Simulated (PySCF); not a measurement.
Oxygen: a sound run and one with changed settings

Sound run: O⁺ [He] 2s2 2p3, O²⁺ [He] 2s2 2p2. All numbers are calculated (PySCF 2.14, no relativity, point nucleus, in cc-pVTZ (4s3p2d1f, 30 functions)). In the sound run the correlated levels freeze 1s2. The sound run starts from symmetry-adapted Hartree-Fock orbitals and uses a fine grid where one is needed.

Changed run: all electrons correlated in a basis built for the valence shell.

```
species   method  sound run (hartree)  changed run (hartree)  converged
     O⁺      MP2            -74.46801              -74.47866        yes
     O⁺  CCSD(T)            -74.48467              -74.49524        yes
    O²⁺      MP2            -73.17482              -73.18472        yes
    O²⁺  CCSD(T)            -73.19778              -73.20753        yes
```

Ionisation energy of O⁺:

| method | sound run (eV) | changed run (eV) |
| --- | --- | --- |
| UHF | 34.568 | 34.568 |
| MP2 | 35.190 | 35.210 |
| SCS-MP2 | 34.934 | 34.949 |
| CCSD | 35.010 | 35.034 |
| CCSD(T) | 35.018 | 35.040 |

A valence basis has no tight correlating functions, so it recovers only part of the core correlation, and not evenly between atom and ion.

For comparison, NIST gives 35.121 eV between the lowest levels.
